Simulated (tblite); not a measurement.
Compound: C₄H₈N₂Si₂.
Numbering: `[CH:1]#[C:2][Si@@H:3]([CH2:4][C:5]#[N:6])[SiH2:7][NH2:8]` (hydrogens: H9 on C1; H10 on Si3; H11, H12 on C4; H13, H14 on Si7; H15, H16 on N8)

Geometry (GFN2-xTB, Å), atoms numbered from 1 in this order:
```xyz
16
C4H8N2Si2 angstrom
C     -1.3672    1.1372    2.5800
C     -0.9715    0.2957    1.8165
Si    -0.3112   -0.9352    0.5992
C     -1.5744   -0.8006   -0.8750
C     -1.2517    0.3319   -1.6696
N     -0.9210    1.2487   -2.2739
Si     1.8612   -0.5319   -0.0904
N      1.9063    1.1270   -0.5273
H     -1.7214    1.8650    3.2528
H     -0.6075   -2.2583    1.1830
H     -2.5922   -0.6981   -0.4984
H     -1.5255   -1.6948   -1.4978
H      2.8356   -0.6701    0.9956
H      2.2649   -1.4840   -1.1488
H      1.1811    1.5109   -1.1147
H      2.7869    1.5654   -0.7425
```

Computed values, GFN2-xTB/tblite, gas phase, harmonic and unscaled. Errors from tens to a few hundred cm⁻¹ against measured bands are possible. Modes of hydrogen on silicon can be 10 to 20 % off. One conformer, not necessarily the lowest.

Harmonic wavenumbers (cm⁻¹): 36.2, 48.5, 76.0, 91.1, 122.3, 146.1, 191.7, 260.4, 263.3, 285.6, 373.2, 416.7, 440.7, 478.4, 539.5, 571.8, 596.9, 624.1, 658.4, 674.0, 678.8, 690.1, 710.0, 750.6, 818.4, 841.5, 915.6, 1025.7, 1073.9, 1156.3, 1415.1, 1524.8, 2097.5, 2141.0, 2196.2, 2228.6, 2387.1, 2975.2, 2986.0, 3352.6, 3451.6, 3495.6.

A = 1377, B = 1230, C = 918.9 MHz; mass 140.023 u (most abundant isotopes); point group C1, symmetry number 1.

Q: What is the zero-point energy?

A: ½Σν̃ = 22904 cm⁻¹ = 65.48 kcal/mol.

Q: What is S at 350 K and 1 bar for an ideal gas of classical rigid rotors and harmonic oscillators?

A: Translation 41.54, rotation 30.19, vibration 45.02: S = 116.8 cal/(mol K).

Q: And Cp and H(350 K) − H(0)?

A: Cp = 48.69 cal/(mol K), of which vibrations give 40.75 (their classical limit is 42 R = 83.5); H(350 K) − H(0) = 10.65 kcal/mol without the zero-point energy, 7.86 from vibrations.

Q: Which modes carry the vibrational entropy at 350 K?

A: 36.2 cm⁻¹: 5.77; 48.5 cm⁻¹: 5.20; 76.0 cm⁻¹: 4.31; 91.1 cm⁻¹: 3.95; 122.3 cm⁻¹: 3.37; 146.1 cm⁻¹: 3.03 cal/(mol K); the other 36 give 19.39 together.

Q: What must be added to the electronic energy to get the Gibbs energy at 350 K and 1 bar?

A: ZPE + [H(350 K) − H(0)] − T·S = 65.48 + 10.65 − 40.86 = 35.27 kcal/mol.

Q: Blend soft modes into free rotors: weight 1/[1 + (100 cm⁻¹/ν̃)⁴] for the oscillator and the rest for a rotor with moment μB/(μ + B), μ = h/(8π²ν), B = 10⁻⁴⁴ kg m². What vibrational entropy results?

A: 40.41 cal/(mol K) in place of 45.02, which changes −T·S at 350 K by +1.61 kcal/mol.

Hindered rotation and anharmonicity are outside this model. Other conformers, if any are populated, would add a mixing term that is left out. The structure is chiral; the term R ln 2 for an equal mix with its mirror image is left out.
